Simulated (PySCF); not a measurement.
SMILES C1COC(=[OH+])O1 (C3H5O3 (cation, charge +1)) (B3LYP/def2-SVP optimised geometry):

```
11

O      1.733    -0.079     0.000
C      0.458    -0.079     0.000
O     -0.175     1.033     0.000
C     -1.618     0.758    -0.001
C     -1.674    -0.787     0.001
O     -0.247    -1.156     0.000
H      2.121    -0.977     0.000
H     -2.035     1.225    -0.902
H     -2.037     1.227     0.899
H     -2.119    -1.225     0.903
H     -2.121    -1.227    -0.899
```

Calculation: B3LYP/def2-TZVP (PySCF).

**Question.** What are the frontier orbital energies?

**Answer.** HOMO-2 -16.40 eV, HOMO-1 -15.97 eV, HOMO -14.64 eV, LUMO -6.23 eV, LUMO+1 -5.34 eV.

On the same geometry PBE/def2-TZVP (PySCF 2.14.0) gives HOMO-2 -15.05 eV, HOMO-1 -14.55 eV, HOMO -13.30 eV, LUMO -7.08 eV, LUMO+1 -6.11 eV.

Meta-Löwdin charges at B3LYP/def2-TZVP: O1 -0.33, C2 0.73, O3 -0.23, C4 0.00, C5 0.00, O6 -0.26, H7 0.42, H8 0.17, H9 0.17, H10 0.17, H11 0.17.
